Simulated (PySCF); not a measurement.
C5H12O3Si, SMILES O([Si](C=C)(O)OC)CC, singlet, GFN2-xTB optimised geometry.

```
21

C     -1.12    -1.22     2.65
C     -1.66    -1.20     1.44
Si    -0.95    -0.21     0.00
O     -1.31     1.37     0.00
O      0.69    -0.21     0.00
C      1.53    -1.33     0.02
O     -1.65    -0.92    -1.28
C     -1.74    -0.45    -2.60
C     -2.63    -1.39    -3.41
H     -0.22    -0.67     2.88
H     -1.53    -1.80     3.47
H     -2.56    -1.78     1.27
H     -0.79     1.97     0.53
H      1.36    -1.93     0.92
H      1.36    -1.97    -0.85
H      2.56    -0.97     0.01
H     -2.16     0.56    -2.59
H     -0.74    -0.40    -3.04
H     -3.62    -1.43    -2.97
H     -2.71    -1.04    -4.43
H     -2.21    -2.39    -3.41
```

Density from PBE0/def2-SVP in PySCF at that geometry.

Minimum of the electron density along straight lines between bonded atoms, close to the bond critical point (lines longer than 1.1 times the sum of covalent radii, or with two minima, are not listed):

```
bond    length / Å  ρ at the minimum / e bohr⁻³  ∇²ρ there / e bohr⁻⁵  position (fraction from the first atom)
------  ----------  ---------------------------  --------------------  ---------------------------------------
C1–C2        1.323                        0.343                 -0.92                                     0.51
C2–Si3       1.883                        0.116                  0.35                                     0.62
Si3–O4       1.628                        0.131                  1.08                                     0.41
Si3–O5       1.640                        0.126                  1.03                                     0.41
O5–C6        1.400                        0.256                   ___                                     0.66
Si3–O7       1.619                        0.132                  1.12                                     0.41
O7–C8        1.408                        0.250                 -0.29                                     0.66
C8–C9        1.521                        0.250                   ___                                     0.51
C1–H10       1.079                        0.283                 -1.08                                     0.63
C1–H11       1.080                        0.282                 -1.08                                     0.63
C2–H12       1.082                        0.279                 -1.04                                     0.63
O4–H13       0.953                        0.356                   ___                                     0.82
C6–H14       1.093                        0.282                 -1.07                                     0.63
C6–H15       1.092                        0.282                 -1.06                                     0.63
C6–H16       1.091                        0.283                 -1.08                                     0.63
C8–H17       1.095                        0.283                 -1.08                                     0.63
C8–H18       1.097                        0.281                 -1.05                                     0.63
C9–H19       1.086                        0.277                 -1.02                                     0.63
C9–H20       1.087                        0.276                 -1.01                                     0.62
C9–H21       1.087                        0.277                 -1.02                                     0.63
```

Problem. Fill in the missing entries.

Solution. 
- O5–C6, ∇²ρ there / e bohr⁻⁵: -0.31
- C8–C9, ∇²ρ there / e bohr⁻⁵: -0.59
- O4–H13, ∇²ρ there / e bohr⁻⁵: -2.47
